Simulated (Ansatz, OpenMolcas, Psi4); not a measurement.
How methods differ on CH3ClF2Si (SMILES C[Si](F)(F)Cl)

CH3ClF2Si: 8 atoms, total charge 0, spin state singlet. As SMILES, `C[Si](F)(F)Cl`. The coordinates come from a PBE0-D4/def2-TZVP relaxation.

Quantity: the HOMO–LUMO gap, in eV. The values are calculated.

```json
{"level": "HF/def2-SVP", "kind": "Hartree–Fock", "program": "OpenMolcas", "value (eV)": "17.32"}
{"level": "BP86/def2-SVP (density fitting)", "kind": "GGA", "program": "Psi4", "value (eV)": "8.56"}
{"level": "PBE/def2-SVP", "kind": "GGA", "program": "OpenMolcas", "value (eV)": "8.43"}
{"level": "revPBE/def2-SVP", "kind": "GGA", "program": "OpenMolcas", "value (eV)": "8.50"}
{"level": "B3LYP/def2-SVP", "kind": "global hybrid", "program": "Ansatz", "value (eV)": "10.18"}
{"level": "CAM-B3LYP/def2-SVP (density fitting)", "kind": "range-separated hybrid", "program": "Psi4", "value (eV)": "13.09"}
{"level": "wB97M-V/def2-SVP", "kind": "range-separated hybrid", "program": "Ansatz", "value (eV)": "14.78"}
{"level": "PBE-QIDH/def2-SVP", "kind": "double hybrid", "program": "Ansatz", "value (eV)": "14.91"}
```

The values span 8.43 to 17.32 eV. Orbital gaps aren't excitation energies, and those of double hybrids come from the SCF part alone; they tend to grow with the share of exact exchange.
